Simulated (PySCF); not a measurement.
CH₇FO₂Si₂, SMILES O[SiH2][C@@H](O)[SiH2]F. Atoms are numbered in the order given.

```xyz
13

O     -1.1311     1.7805     0.8045
Si    -1.4879     0.3099     0.1176
C     -0.0531    -0.9086     0.3959
O     -0.3456    -2.2147    -0.0904
Si     1.4829    -0.3241    -0.5172
F      1.5226     1.3040    -0.2660
H     -0.2736     2.1328     0.5334
H     -2.7036    -0.2266     0.7958
H     -1.7461     0.3954    -1.3535
H      0.1943    -0.9043     1.4792
H     -1.0859    -2.5716     0.4123
H      1.3590    -0.5519    -1.9804
H      2.7549    -0.8860     0.0129
```

Geometry optimised at PBE0-D3(BJ)/def2-SVP. The structure was generated by enumeration; whether it is a known compound was not checked. One conformer was computed; it need not be the lowest.

Two levels are set side by side: PBE/pcSseg-1 (PySCF) and PBE0/pcSseg-1 (PySCF). GIAO shifts against CFCl3 (¹⁹F), H2O (¹⁷O), TMS (²⁹Si), TMS (¹H), TMS (¹³C) at the same level; non-relativistic, no solvent, atoms listed together averaged. Differences are taken from unrounded values.

```tsv
quantity	PBE0
δ(¹⁷O) of O1 (ppm)	22.0
δ(²⁹Si) of Si2 (ppm)	-16.6
δ(¹³C) of C3 (ppm)	52.3
δ(¹⁷O) of O4 (ppm)	-23.6
δ(²⁹Si) of Si5 (ppm)	14.1
δ(¹⁹F) of F6 (ppm)	-236.0
δ(¹H) of H7 (ppm)	1.87
δ(¹H) of H10 (ppm)	4.01
δ(¹H) of H11 (ppm)	-0.23
```

Task: What does PBE give, and how far is it from PBE0? (An estimate is asked for; the answer gives what the named calculation found.)

Result: 
```csv
quantity,PBE,PBE minus PBE0
δ(¹⁷O) of O1 (ppm),30.7,8.7
δ(²⁹Si) of Si2 (ppm),-18.2,-1.6
δ(¹³C) of C3 (ppm),56.9,4.6
δ(¹⁷O) of O4 (ppm),-14.7,8.9
δ(²⁹Si) of Si5 (ppm),15.7,1.6
δ(¹⁹F) of F6 (ppm),-261.2,-25.2
δ(¹H) of H7 (ppm),1.64,-0.23
δ(¹H) of H10 (ppm),4.29,0.27
δ(¹H) of H11 (ppm),-0.50,-0.27
```

Rough cost on one machine, each run with all the roots and properties that it gave: PBE0 against PBE within a factor of 2.
